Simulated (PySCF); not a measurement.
A PySCF script (with the pyscf-properties extension) for the NMR shieldings of `CCS(=O)(=O)OC[SiH3]`, C3H10O3SSi, on a GFN2-xTB geometry:

```python
import basis_set_exchange as bse
import numpy as np
from pyscf import gto, dft
from pyscf.prop import nmr

atoms = """
C    -2.769644   -0.142024   -0.968622
C    -1.979442   -0.095088    0.321235
S    -0.282124    0.356301   -0.089820
O    -0.226815    1.689376   -0.600503
O     0.323212   -0.670950   -0.893974
O     0.358531    0.291021    1.364024
C     1.780255    0.493617    1.370251
Si    2.709296   -0.551346    0.052601
H    -2.692652    0.817865   -1.474165
H    -3.818272   -0.360807   -0.777174
H    -2.358365   -0.907930   -1.621716
H    -2.333353    0.671027    1.003593
H    -1.925190   -1.056726    0.820674
H     2.087249    0.249628    2.388035
H     1.965340    1.559559    1.207767
H     2.322792   -1.955544    0.129234
H     2.745246    0.074687   -1.261323
H     4.085177   -0.456350    0.591568
"""
names = dict.fromkeys(["C", "S", "O", "Si", "H"], "pcSseg-1")
basis = {el: gto.basis.parse(bse.get_basis(n, elements=[el], fmt="nwchem")) for el, n in names.items()}
mol = gto.M(atom=atoms, basis=basis, charge=0, verbose=0)
mf = dft.RKS(mol, xc="PBE0")
mf.grids.level = 2
mf.grids.alignment = dft.numint.BLKSIZE   # the property module wants whole blocks of grid points
mf.conv_tol = 1e-9
mf.kernel()

calc = nmr.RKS(mf)   # GIAO
C = mf.mo_coeff
Co = C[:, mf.mo_occ > 0]
resp = mf.gen_response(singlet=True, hermi=2)
def vind(x):   # induced exchange potential for any number of trial vectors
    d = np.einsum("pi,xij,qj->xpq", C, 2 * x.reshape(-1, C.shape[1], Co.shape[1]), Co, optimize=True)
    return np.einsum("xpq,pi,qj->xij", resp(d - d.transpose(0, 2, 1)), C, Co, optimize=True).ravel()
mo1, _ = nmr.rhf.solve_mo1(calc, with_cphf=vind)
sigma = calc.kernel(mo1)
for i, s in enumerate(sigma):   # ppm
    print("%2d %-2s %9.2f" % (i, mol.atom_pure_symbol(i), np.trace(s) / 3))
```

Question: Give the expected output.

Answer: 
```
 0 C     179.59
 1 C     133.11
 2 S     168.00
 3 O     119.59
 4 O     114.25
 5 O     166.76
 6 C     134.12
 7 Si    429.83
 8 H      30.13
 9 H      30.41
10 H      30.12
11 H      28.87
12 H      28.90
13 H      27.54
14 H      27.41
15 H      27.28
16 H      27.13
17 H      28.02
```

These numbers come from an equivalent density-fitted implementation of the same equations, which agrees with the script to about 0.01 ppm for H and up to a few tenths of a ppm for heavy atoms, so last digits may differ.

Question: Turn these shieldings into chemical shifts. Chemical shifts δ = σref − σ; ¹³C (σref 186.93), ²⁹Si (σref 349.16), ¹H (σref 31.72) against TMS; CS2 for ³³S (σref 503.73); ¹⁷O (σref 336.08) against H2O, all at this level.

Answer: Averaging equivalent atoms: C 1: 53.8; C 6: 52.8; C 0: 7.3; S 2: 336; O 3/4: 219.2; O 5: 169.3; Si 7: -80.7; H 13/14: 4.24; H 15/16/17: 4.24; H 11/12: 2.83; H 8/9/10: 1.50 ppm. Experimental scales use liquid or dissolved standards, which lie at an offset from isolated H2O (liquid H2O: subtract about 36 ppm).

Size and cost of the density-fitted run: 200 basis functions, 54 s wall time on 1 thread of an Arm Neoverse V1, shared host; peak memory 0.9 GiB.
